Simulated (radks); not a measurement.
Results of a calculation; reference values are marked as such.
Problem. The table gives one normalised radial function P(r) = r R(r) of F4+ in [He] 2s2 2p1 (r in bohr). Level of theory: scalar-relativistic Kohn-Sham, LDA (Slater exchange, VWN5 correlation), spin-polarised, spherical densities, finite nucleus; open shells are filled with parallel spins first; Fermi nuclear charge, rms radius 2.8976 fm (a radial shooting solver on a logarithmic mesh with Libxc functionals).

r	P
0.00914	0.0024
0.01229	0.0043
0.01665	0.0077
0.02239	0.0135
0.0301	0.0236
0.04047	0.0407
0.05441	0.0692
0.07375	0.1169
0.09915	0.1899
0.1333	0.2983
0.1792	0.4491
0.2429	0.6454
0.3266	0.8548
0.4391	1.0333
0.5903	1.1092
0.8	1.0144
1.076	0.7559
1.446	0.4300
1.944	0.1708
2.635	0.0402

Which n and l does it have? It may be an empty orbital.

Solution. n = 2, l = 1: the number of nodes gives n - l - 1 = 0, the rise at small r (about r^(l+1)) gives l, and the extent must fit the shell. The curve is that of 2p up; the table hardly tells the two spins apart. 2p up: eigenvalue -100.94 eV, 0 radial nodes, <r> = 0.767 bohr, 90 % of the charge inside 1.25 bohr.
